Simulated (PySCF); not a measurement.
```xyz
4
charge 0 multiplicity 2, angstrom
Se    0.0000    0.0000   -0.3428
Cl    0.0000    0.0000    1.8442
Cl    2.3414    0.0000   -0.5305
Cl   -2.3414    0.0000   -0.5305
```

Method: PySCF, UB3LYP, basis Se def2-SVP, Cl def2-SVP (no relativity, density fitting).

This geometry of SeCl₃ is a stationary point at this level.

**Question.** What is the point group?

**Answer.** C2v.

**Question.** Is it a minimum?

**Answer.** No: it has 1 imaginary mode, at 109i cm⁻¹ (b1).

**Question.** List the harmonic modes with their infrared intensities.

**Answer.** 
| symmetry | ω (cm⁻¹) | IR (km/mol) | type |
| --- | --- | --- | --- |
| b1 | 109i | – | bend |
| a1 | 96 | 2.2 | bend |
| b2 | 161 | 0.1 | bend |
| a1 | 282 | 5.5 | stretch |
| b2 | 295 | 150 | stretch |
| a1 | 391 | 30.0 | stretch |

**Question.** Give the atomic charges and bond orders.

**Answer.** 
```
 atom  Mulliken  Löwdin  polar tensor  spin (Mulliken)  Mayer order to Se1
  Se1      0.57    0.34          1.33             0.56                   –
  Cl2     -0.08    0.01         -0.30             0.08                1.07
Cl3,4     -0.24   -0.18         -0.51             0.18                0.88
```

In C2v the vibrations span b1 + 3a1 + 2b2. Here b1 is antisymmetric to the molecular plane and b2 lies in it.

Only a few start shapes were tried, so a lower isomer may exist. At this level a doublet minimum of C3v symmetry lies 6 kJ/mol below this structure.
